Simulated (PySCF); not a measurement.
Species: Cu(PF3)H (singlet state).
Structure used (PBE0-D3(BJ)/def2-SVP), in Å, numbered top down from 1:
```xyz
6
CuF3HP angstrom
Cu     0.0653   -0.0590   -1.5800
P     -0.0244    0.0106    0.6043
F      0.1237    1.4161    1.3075
F      1.0428   -0.7966    1.4419
F     -1.3335   -0.4892    1.3309
H      0.1260   -0.0818   -3.1045
```

Computed with PBE0-D3(BJ)/def2-SVP geometry optimisation, gas phase in PySCF.

Q: Which atoms are bound to Cu1, and at what distances?

A: 2 atoms: H6 1.526 Å, P2 2.187 Å. The nearest atom not counted as bound is F3, at 3.24 Å.

Q: What is the shape at Cu1?

A: Linear: angle 179.0°.

Q: What are the other bond lengths?

A: P2–F3, P2–F4, P2–F5 1.579 Å.

Q: Give some angles away from the centre.

A: Cu1–P2–F3 118.0°, Cu1–P2–F4 119.1°, F3–P2–F4 98.9°.

Charge 0, singlet. No frequency check.

On one thread of an Arm Neoverse V2 (shared host), this took 31 s wall. This is the geometry optimisation.
